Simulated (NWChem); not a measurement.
Program: NWChem. System: H5GaO, charge 0, spin multiplicity 1, at a geometry optimised with B3LYP/def2-SVP. The structure started from a generated list of species. Level: G0W0@PBE/def2-SVP, RI basis def2-svp-rifit.

NWChem printed:

```
             Northwest Computational Chemistry Package (NWChem) 7.3.0
             --------------------------------------------------------

                                NWChem Input Module
                                -------------------

 Scaling coordinates for geometry "geometry" by  1.889725989
 (inverse scale =  0.529177249)

                             Geometry "geometry" -> ""
                             -------------------------

 Output coordinates in angstroms (scale by  1.889725989 to convert to a.u.)

  No.       Tag          Charge          X              Y              Z
 ---- ---------------- ---------- -------------- -------------- --------------
    1 Ga                  31.0000    -0.45206200     0.21493400    -0.06937800
    2 H                    1.0000    -0.92928100     0.49980700     1.40473400
    3 H                    1.0000     0.14671300     1.40259800    -0.93355000
    4 H                    1.0000    -1.02989400    -1.04358700    -0.84252900
    5 O                    8.0000     1.50832700    -0.71406600     0.33383200
    6 H                    1.0000     2.21478500    -0.20809300    -0.09460200
    7 H                    1.0000     1.54497300    -1.60113500    -0.05400300

 Effective nuclear repulsion energy (a.u.)     117.8338216589

            Nuclear Dipole moment (a.u.)
            ----------------------------
        X                 Y               Z
 ---------------- ---------------- ----------------
    -0.0000188973     0.0000302356    -0.0000226767


 Summary of "ao basis" -> "" (spherical)
 ------------------------------------------------------------------------------
       Tag                 Description            Shells   Functions and Types
 ---------------- ------------------------------  ------  ---------------------
 *                          def2-svp                  on all atoms

 new library libraries.bse/

 Summary of "ri basis" -> "" (spherical)
 ------------------------------------------------------------------------------
       Tag                 Description            Shells   Functions and Types
 ---------------- ------------------------------  ------  ---------------------
 *                       def2-svp-rifit               on all atoms

  pbe96 is a nonlocal functional; adding pw91lda local functional.

                                 NWChem DFT Module
                                 -----------------

 Summary of "ao basis" -> "ao basis" (spherical)
 ------------------------------------------------------------------------------
       Tag                 Description            Shells   Functions and Types
 ---------------- ------------------------------  ------  ---------------------
 Ga                         def2-svp                12       32   5s4p3d
 H                          def2-svp                 3        5   2s1p
 O                          def2-svp                 6       14   3s2p1d

 Summary of "ao basis" -> "ao basis" (spherical)
 ------------------------------------------------------------------------------
       Tag                 Description            Shells   Functions and Types
 ---------------- ------------------------------  ------  ---------------------
 Ga                         def2-svp                12       32   5s4p3d
 H                          def2-svp                 3        5   2s1p
 O                          def2-svp                 6       14   3s2p1d

            General Information
            -------------------
          SCF calculation type: DFT
          Wavefunction type:  closed shell.
          No. of atoms     :     7
          No. of electrons :    44
           Alpha electrons :    22
            Beta electrons :    22
          Charge           :     0
          Spin multiplicity:     1
          Use of symmetry is: off; symmetry adaption is: off
          Maximum number of iterations: 100
          This is a Direct SCF calculation.
          AO basis - number of functions:    71
                     number of shells:    33
          Convergence on energy requested:  1.00D-06
          Convergence on density requested:  1.00D-05
          Convergence on gradient requested:  5.00D-04

              XC Information
[...]
  ----- ------------  ---------------      ----- ------------  ---------------
    53      0.373989  5 O  pz                51      0.341115  5 O  px
     4      0.331275  1 Ga s                 56      0.280761  5 O  pz
    54      0.247592  5 O  px                 3     -0.191619  1 Ga s
    33      0.153060  2 H  s                 52     -0.153077  5 O  py
    55     -0.110828  5 O  py                38      0.103356  3 H  s

 Vector   21  Occ=2.000000D+00  E=-2.382777D-01
              MO Center= -4.4D-01,  1.8D-01, -6.4D-01, r^2= 2.7D+00
   Bfn.  Coefficient  Atom+Function         Bfn.  Coefficient  Atom+Function
  ----- ------------  ---------------      ----- ------------  ---------------
    43     -0.320679  4 H  s                 38      0.316700  3 H  s
    13      0.263103  1 Ga py                44     -0.222219  4 H  s
    39      0.219474  3 H  s                 10     -0.156965  1 Ga py
    16      0.149812  1 Ga py                12      0.125805  1 Ga px
    19      0.095752  1 Ga d -1               9     -0.075048  1 Ga px

 Vector   22  Occ=2.000000D+00  E=-2.346600D-01
              MO Center= -6.1D-01,  3.2D-01,  3.9D-01, r^2= 2.8D+00
   Bfn.  Coefficient  Atom+Function         Bfn.  Coefficient  Atom+Function
  ----- ------------  ---------------      ----- ------------  ---------------
    33      0.364347  2 H  s                 14      0.284858  1 Ga pz
    34      0.246604  2 H  s                 38     -0.192752  3 H  s
    43     -0.186004  4 H  s                 11     -0.169490  1 Ga pz
    17      0.150691  1 Ga pz                39     -0.132790  3 H  s
    44     -0.127878  4 H  s                 53     -0.114373  5 O  pz

 Vector   23  Occ=0.000000D+00  E=-4.353702D-02
              MO Center=  7.6D-01, -3.7D-01, -1.3D-01, r^2= 5.1D+00
   Bfn.  Coefficient  Atom+Function         Bfn.  Coefficient  Atom+Function
  ----- ------------  ---------------      ----- ------------  ---------------
    50      0.733024  5 O  s                 15     -0.453597  1 Ga px
    63     -0.452174  6 H  s                 68     -0.452071  7 H  s
    12     -0.223463  1 Ga px                49      0.223612  5 O  s
    16      0.212397  1 Ga py                56     -0.149825  5 O  pz
    53     -0.143502  5 O  pz                17     -0.136488  1 Ga pz

 Vector   24  Occ=0.000000D+00  E= 2.287291D-02
              MO Center=  2.1D-01, -1.1D-01, -2.2D-01, r^2= 6.5D+00
   Bfn.  Coefficient  Atom+Function         Bfn.  Coefficient  Atom+Function
  ----- ------------  ---------------      ----- ------------  ---------------
    15      0.657512  1 Ga px                63     -0.651334  6 H  s
    68     -0.650945  7 H  s                 50      0.508359  5 O  s
     5     -0.497381  1 Ga s                 16     -0.310162  1 Ga py
    54      0.279778  5 O  px                39      0.259529  3 H  s
    44      0.258596  4 H  s                 12      0.252133  1 Ga px

 Vector   25  Occ=0.000000D+00  E= 5.510247D-02
              MO Center=  1.9D+00, -9.1D-01, -1.2D-01, r^2= 3.2D+00
   Bfn.  Coefficient  Atom+Function         Bfn.  Coefficient  Atom+Function
  ----- ------------  ---------------      ----- ------------  ---------------
    63      1.211250  6 H  s                 68     -1.209105  7 H  s
    55     -0.522816  5 O  py                52     -0.355325  5 O  py
    16     -0.269125  1 Ga py                54     -0.251023  5 O  px
    62      0.197312  6 H  s                 67     -0.196862  7 H  s
    39      0.187243  3 H  s                 44     -0.182840  4 H  s

 center of mass
 --------------
 x =  -0.10651485 y =   0.05115484 z =   0.00070722

 moments of inertia (a.u.)
 ------------------
          81.927121968499          92.569506264347         -33.364886623103
          92.569506264347         232.862154650286          15.928669672404
         -33.364886623103          15.928669672404         274.016980301782

     Multipole analysis of the density
     ---------------------------------

     L   x y z        total         alpha         beta         nuclear
     -   - - -        -----         -----         ----         -------
     0   0 0 0     -0.000000    -22.000000    -22.000000     44.000000

     1   1 0 0      1.434279      0.717149      0.717149     -0.000019
     1   0 1 0     -0.696177     -0.348103     -0.348103      0.000030
     1   0 0 1     -0.266048     -0.133013     -0.133013     -0.000023

     2   2 0 0    -13.892510    -67.250011    -67.250011    120.607512
     2   1 1 0     -2.764066     23.163531     23.163531    -49.091128
     2   1 0 1     -0.932154     -7.845473     -7.845473     14.758792
     2   0 2 0    -18.264763    -29.530864    -29.530864     40.796965
     2   0 1 1      0.391803      3.751221      3.751221     -7.110639
     2   0 0 2    -21.586077    -19.019480    -19.019480     16.452883

 Task  times  cpu:        3.6s     wall:        3.6s

                                NWChem Input Module
                                -------------------

                                 NWChem GW Module
                                 ----------------

                             ***********************
                             ***        GW       ***
                             ***********************

 Summary of "ri basis" -> "ri basis" (spherical)
 ------------------------------------------------------------------------------
       Tag                 Description            Shells   Functions and Types
 ---------------- ------------------------------  ------  ---------------------
 Ga                      def2-svp-rifit             33      127   10s9p7d4f3g
 H                       def2-svp-rifit              6       14   3s2p1d
 O                       def2-svp-rifit             16       48   6s5p4d1f

                 Memory Information
                 ------------------
          Available GA per process is          1700.0 MBs
          Available stack per process is        700.0 MBs
          Available heap per process is           0.0 MBs

          Peak memory in Initialization
              Peak GA per process is                  3.6 MBs
              Peak stack per process is               0.0 MBs
              Peak heap per process is                3.9 MBs
              Memory not in MA per process            0.0 MBs

          Peak memory in AFF Calculation
              Peak GA per process is                 14.0 MBs
              Peak stack per process is               8.9 MBs
              Peak heap per process is                0.0 MBs
              Memory not in MA per process            8.9 MBs

          Computing 2-center integrals
          Computing Inverse Cholesky factor
          Computing 3-center integrals
          Computing V_xc ...

          Computing Sigma_x
          Computing RPA polarizability
          Solving quasiparticle equations

                  Alpha Orbitals
          State     Energy (eV)     Error (eV)
          -----------------------------------
@GW        19        -13.335           0.002
@GW        20        -12.045           0.002
@GW        21         -9.654           0.002
@GW        22         -9.567           0.002
@GW        23          1.985           0.002
@GW        24          3.739           0.002

   Applying  -3.1820 eV scissor-shift to rest of particle states

   Applying   3.1692 eV scissor-shift to rest of hole states

     GW Timing Statistics
   ------------------------
   Init.   :          0.0s
     ERIs  :          0.2s
     Distr.:          0.0s
     Vxc   :          0.2s
   Sigma_x :          0.0s
   RPA     :          0.2s
   Wmn     :          0.0s
   Sigma_c :          0.0s
   GW total:          0.7s

 Task  times  cpu:        0.7s     wall:        0.7s

 Total times  cpu:        4.2s     wall:        4.2s
```

**Question.** Write an NWChem input that would produce this output.

**Answer.** One answer among several that fit: 
```
start mol
memory heap 200 mb stack 700 mb global 1700 mb
geometry units angstroms nocenter noautoz noautosym
  Ga    -0.452062     0.214934    -0.069378
  H     -0.929281     0.499807     1.404734
  H      0.146713     1.402598    -0.933550
  H     -1.029894    -1.043587    -0.842529
  O      1.508327    -0.714066     0.333832
  H      2.214785    -0.208093    -0.094602
  H      1.544973    -1.601135    -0.054003
end
basis spherical
  * library def2-svp
end
basis "ri basis" bse spherical
  * library def2-svp-rifit
end
dft
  xc xpbe96 cpbe96
  iterations 100
  direct
  tolerances tight
end
task dft energy
gw
  states alpha occ 4 vir 2
end
task dft gw
```
